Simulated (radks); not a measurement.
Ru+, configuration [Ar] 3d10 4s1.75 4p6 4d7 5d0.25 (fractional occupations, a model configuration).

Calculated with a radial shooting solver on a logarithmic mesh with Libxc functionals: Dirac Kohn-Sham, BLYP, spin-unpolarised, spherical densities, point nucleus; open shells fill j = l - 1/2 first.

Energy parts (Ry):
| part | energy |
|---|---|
| total | -9062.16643 |
| kinetic | 9430.77479 |
| electron-nucleus | -21890.84328 |
| Hartree | 3665.74638 |
| exchange-correlation | -267.84432 |

Orbitals (lengths in bohr, moments of r in powers of bohr; r(max) is where P^2 peaks):
orbital	occ.	eigenvalue (Ry)	<1/r>	r(max)	small-component weight
1s1/2	2	-1612.604	45.88	0.02171	2.58e-02
2s1/2	2	-232.4405	10.49	0.1230	5.34e-03
2p1/2	2	-214.8592	10.47	0.09545	5.36e-03
2p3/2	4	-205.2303	9.922	0.09945	5.16e-03
3s1/2	2	-41.52609	3.624	0.3618	1.46e-03
3p1/2	2	-34.70615	3.526	0.3485	1.40e-03
3p3/2	4	-33.07258	3.393	0.3581	1.35e-03
3d3/2	4	-20.99312	3.216	0.2993	1.24e-03
3d5/2	6	-20.67483	3.181	0.3021	1.22e-03
4s1/2	1.75	-6.32441	1.355	0.9133	3.50e-04
4p1/2	2	-4.29004	1.233	0.9642	2.98e-04
4p3/2	4	-4.03839	1.192	0.9890	2.84e-04
4d3/2	4	-1.07145	0.8475	1.197	1.55e-04
4d5/2	3	-1.04596	0.8364	1.209	1.51e-04
5s1/2	0	-0.86220	0.4276	2.561	4.39e-05
5p1/2	0	-0.53618	0.3354	3.163	2.72e-05
5p3/2	0	-0.51912	0.3259	3.255	2.59e-05
5d3/2	0.25	-0.21109	0.1751	6.207	9.03e-06
5d5/2	0	-0.21005	0.1743	6.254	9.03e-06

The highest occupied level is 5d3/2 at -2.872 eV. The configuration is held as typed, so some empty levels lie below it. Summed over all electrons, <r^2> = 50.94 bohr^2, which gives a Langevin (diamagnetic) susceptibility term of -40.3 x 10^-6 cm^3/mol.
